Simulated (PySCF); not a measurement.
## Zr (zirconium, neutral) across methods

[Kr] 4d2 5s2, high-spin 3F determinant. All numbers are calculated (PySCF 2.14, no relativity, point nucleus, in dyall-av2z (22s15p11d2f, 136 functions)).

```
 method  E (hartree)  mean ε 4d α (eV)  mean ε 5s α (eV)  mean ε 5s β (eV)  Σ⟨r²⟩ (bohr²)   ⟨S²⟩
   PBE0     -3540.60            -5.948            -5.014            -4.447          67.34  2.004
 revPBE     -3540.67            -4.722            -4.412            -3.850          67.46  2.004
    LDA     -3536.75            -4.633            -4.636            -4.090          66.53  2.003
 r2SCAN     -3540.91            -5.185            -4.582            -3.941          68.11  2.017
  B3LYP     -3540.97            -5.603            -4.860            -4.426          67.19  2.003
    UHF  -3538.99376            -9.345            -6.085            -5.235          70.81  2.015
r2SCAN0     -3540.93            -6.301            -5.114            -4.469          68.03  2.015
```

(1) Estimate the same row for PBE.

A non-relativistic calculation at this Z misses sizeable relativistic shifts.

## Answers

(1) E (hartree) = -3540.49; mean ε 4d α (eV) = -4.699; mean ε 5s α (eV) = -4.462; mean ε 5s β (eV) = -3.908; Σ⟨r²⟩ (bohr²) = 67.18; ⟨S²⟩ = 2.003.
